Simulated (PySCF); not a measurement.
C4H8OSi. Atoms are numbered in the order given.

```xyz
14

C     -0.3475     2.6566     0.0000
C      0.6849     1.5660     0.0000
C      0.3783     0.2673     0.0000
O      1.3156    -0.7598     0.0000
C      0.5070    -1.9617     0.0000
Si    -1.0903    -0.9093     0.0000
H     -1.3689     2.2415     0.0000
H     -0.2493     3.3058    -0.8865
H     -0.2493     3.3058     0.8865
H      1.7458     1.8467     0.0000
H      0.7172    -2.5687     0.8960
H      0.7172    -2.5687    -0.8960
H     -1.9544    -0.9617    -1.2131
H     -1.9544    -0.9617     1.2131
```
Charge 0, spin multiplicity 1.

Geometry optimised at ωB97X-D3(BJ)/def2-SVP. The structure was generated by enumeration; whether it is a known compound was not checked.

Calculation: PBE/def2-TZVP run with PySCF.

Gas-phase values at a fixed geometry.

total energy: -521.55116 hartree
point group: Cs
highest occupied level: -5.07 eV
lowest empty level: -1.00 eV
orbital gap: 4.07 eV
dipole moment: 1.27 D
quadrupole, principal values (traceless, Buckingham form, about the centre of nuclear charge): -4.16, -2.53, 6.68 D·Å
mean static polarisability: 81.7 bohr³ (12.10 Å³)
polarisability, principal values: 60.8, 78.3, 106.0 bohr³
